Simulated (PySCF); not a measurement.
Se(OH)(SH) (H2OSSe), SMILES O[Se]S.

The structure is a stationary point at PBE-D3(BJ)/def2-TZVP. Other conformers were not sampled.

All values below come from PBE0/def2-TZVPD in PySCF.

Computed frontier levels, gap, dipole moment and polarisability:
```yaml
highest_occupied_level: -7.05 eV
lowest_empty_level: -1.41 eV
orbital_gap: 5.65 eV
dipole_moment: 0.61 D
quadrupole, principal values (traceless, Buckingham form, about the centre of nuclear charge): -7.17, -0.27, 7.44 D·Å
mean_static_polarisability: 57.5 bohr³ (8.52 Å³)
polarisability_principal_values: 46.5, 51.2, 74.8 bohr³
```
